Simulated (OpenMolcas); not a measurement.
Cu6+, Ag6+, Au6+: d⁵ down the group

```
Program             : OpenMolcas
Method              : MS-CASPT2, IPEA 0.25 Eh, imaginary shift 0.1 Eh
Basis               : ANO-RCC-VQZP
Scalar Hamiltonian  : DKH2, point nucleus
Spin-orbit coupling : state interaction with AMFI integrals over the reference wave functions, term energies averaged over their components
```

Active space for each ion: 5 electrons in 10 orbitals (d d); closed shells correlated by CASPT2: Cu6+ 3s 3p; Ag6+ 4s 4p; Au6+ 5s 5p.

Computed levels in cm-1 above ⁶S_5/2:

```tsv
Level	Cu6+	Ag6+	Au6+
⁴G_7/2	47950	32050	27420
⁴G_11/2	48040	32360	29520
⁴G_9/2	48050	32530	31110
⁴P_1/2	53300	36480	33150
⁴D_7/2	57410	38420	38010
⁴D_1/2	57710	40400	44340
²I_11/2	69930	46550	44430
²I_13/2	70250	47980	49430
²F_7/2(1)	77130	55760	64170
weight of ⁶S in the lowest level (%)	100	98	78
```

Mixed levels, with the weight of the term that names them: Ag6+ ⁴P_1/2 (69 %), Ag6+ ⁴D_1/2 (70 %), Ag6+ ²F_7/2(1) (52 %), Au6+ ⁴G_7/2 (57 %), Au6+ ⁴G_11/2 (71 %), Au6+ ⁴P_1/2 (59 %), Au6+ ⁴D_7/2 (54 %), Au6+ ⁴D_1/2 (67 %), Au6+ ²I_11/2 (68 %), Au6+ ²F_7/2(1) (55 %).

Measured, with the error of the calculation in %. Measured levels: Cu6+, Ag6+ from the list in Gamrath, thesis, University of Mons (2023).

```
    Level          Cu6+          Ag6+
   ⁴G_7/2                30378 (+5.5)
  ⁴G_11/2                30662 (+5.5)
   ⁴G_9/2                30907 (+5.2)
   ⁴P_1/2  51407 (+3.7)  34605 (+5.4)
   ⁴D_7/2  55742 (+3.0)  36485 (+5.3)
   ⁴D_1/2  56210 (+2.7)  38685 (+4.4)
  ²I_11/2  67757 (+3.2)  44011 (+5.8)
  ²I_13/2  67918 (+3.4)  45546 (+5.3)
²F_7/2(1)  74408 (+3.7)
```

Without spin-orbit coupling ⁴G lies 48000, 32250, 28630 cm-1 above ⁶S in that order; the difference to the level ⁴G_7/2, of either sign, comes from spin-orbit coupling, which also lowers the zero.

Term energies are means over components that CASPT2 splits; among the terms shown or strongly mixed into the levels shown the widest spread is 920 cm-1 (3d⁵ ²I, Cu6+). Active for correlation alone: 4d; no level in the range computed is led by a configuration that fills it, so any true level of that kind is missing (holds for Cu6+). Active for correlation alone: 5d; no level in the range computed is led by a configuration that fills it, so any true level of that kind is missing (holds for Ag6+). Active for correlation alone: 6d; no level in the range computed is led by a configuration that fills it, so any true level of that kind is missing (holds for Au6+). Computed and measured levels are paired by configuration, term and J; levels that our copy of the source lacks, or whose pairing is in doubt (as where it misses far off the trend of its configuration), stay unpaired and out of the deviations. Levels of configurations outside the active space are missing.

A number in round brackets counts repeated terms of one configuration in the order of the reference energies.
